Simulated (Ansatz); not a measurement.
`[CH3][In]([F])[Cl]` + H₂Se → `[F][In]([Cl])[SeH]` + CH₄ at 400 K and 1 bar (ligand exchange at the In–C bond).

Computed with Ansatz on PBE0-D4/def2-TZVP structures; ΔE is electronic, products minus reactants. CCSD(T)/CBS adds triple-zeta CCSD(T) − MP2 to the extrapolated MP2 energy (def2 sets, frozen cores). This one scheme is used for every species. Elements past krypton have def2 core potentials. For In, Se outer-core shells are correlated without core-valence functions, which leaves a few kJ/mol of doubt a bond. Scalar relativity is left out up to krypton. One conformer a species, not always the lowest.

```json
{"species": "`[CH3][In]([F])[Cl]`", "CCSD(T)/CBS energy (Eh)": "-789.33016", "H − E (kJ/mol)": "130.9", "S (J/(mol·K))": "394.1"}
{"species": "H₂Se", "CCSD(T)/CBS energy (Eh)": "-2401.89790", "H − E (kJ/mol)": "49.4", "S (J/(mol·K))": "229.5"}
{"species": "`[F][In]([Cl])[SeH]`", "CCSD(T)/CBS energy (Eh)": "-3150.81023", "H − E (kJ/mol)": "58.0", "S (J/(mol·K))": "395.7"}
{"species": "CH₄", "CCSD(T)/CBS energy (Eh)": "-40.46206", "H − E (kJ/mol)": "131.3", "S (J/(mol·K))": "197.2"}
```

H − E and S are ideal-gas, rigid-rotor, harmonic terms from PBE0-D4/def2-TZVP, for one conformer and one mirror image of each species. 1 Eh = 2625.50 kJ/mol, R = 8.31446 J/(mol·K).

Problem. By hand: ΔE, ΔH, ΔS and ΔG.

Solution. ΔE = (-3150.81023) + (-40.46206) − (-789.33016) − (-2401.89790) = -0.04423 Eh = -116.1 kJ/mol. Δ(H − E) = 58.0 + 131.3 − 130.9 − 49.4 = 9.0, so ΔH = -107.1 kJ/mol. ΔS = 395.7 + 197.2 − 394.1 − 229.5 = -30.7 J/(mol·K). ΔG = -107.1 − 400 × (-30.7)/1000 = -94.8 kJ/mol.

Problem. By hand: the equilibrium constant, and the temperature at which ΔG would vanish if ΔH and ΔS stayed fixed.

Solution. log₁₀ K = −ΔG/(RT ln 10) = 12.4. ΔG = 0 at ΔH/ΔS = 3489 K, far beyond where these terms or the molecules hold.

ΔH outweighs TΔS. A doubt of 5 kJ/mol in ΔE shifts log₁₀ K by 0.7 here. Other conformers and mirror images would add mixing entropy, several J/(mol·K) or more a flexible species. Modes under 60 cm⁻¹, often nearly free rotors, make the harmonic entropy too high. These are equilibria of isolated gas molecules and say nothing of rates. Largest T1 diagnostic: 0.014 (customary marks: 0.02 for closed shells, 0.045 for open ones).
